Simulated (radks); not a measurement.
Results of a calculation; reference values are marked as such.
Mo3+, 39 electrons, occupied as [Kr] 4d2.5 5d0.5 (fractional occupations, a model configuration).

Code: a radial shooting solver on a logarithmic mesh with Libxc functionals. Model: Dirac Kohn-Sham, PBE, spin-unpolarised, spherical densities, finite nucleus; open shells fill j = l - 1/2 first; Fermi nuclear charge, rms radius 4.4091 fm.

Energy parts (eV):
part                       energy
total                 -110123.752
kinetic                114192.347
electron-nucleus      -264672.996
Hartree                 43692.291
exchange-correlation    -3335.395

Orbitals (lengths in bohr, moments of r in powers of bohr):
orbital  occ.  eigenvalue (eV)      <r>      <r^4>
1s1/2       2        -19849.22  0.03517  7.208e-06
2s1/2       2        -2834.688   0.1534   0.001334
2p1/2       2        -2610.693   0.1308  0.0008860
2p3/2       4        -2504.138   0.1353  0.0009920
3s1/2       2        -513.0011   0.4286    0.06873
3p1/2       2        -427.7761   0.4232    0.07122
3p3/2       4        -410.2224   0.4338    0.07825
3d3/2       4        -259.6245   0.4130    0.08174
3d5/2       6        -256.2996   0.4165    0.08427
4s1/2       2         -99.9067    1.093      2.728
4p1/2       2         -75.2911    1.186      3.983
4p3/2       4         -72.6744    1.213      4.356
4d3/2     2.5         -36.0829    1.565      14.21
4d5/2       0         -35.7809    1.577      14.60
5s1/2       0         -28.4994    2.662      90.45
5p1/2       0         -22.5727    3.051      157.3
5p3/2       0         -22.1565    3.106      168.4
5d3/2     0.5         -14.1410    4.208      566.7
5d5/2       0         -14.0897    4.224      575.1

The highest occupied level is 5d3/2 at -14.141 eV. The configuration is held as typed, so some empty levels lie below it. Summed over all electrons, <r^2> = 33.72 bohr^2, which gives a Langevin (diamagnetic) susceptibility term of -26.7 x 10^-6 cm^3/mol.
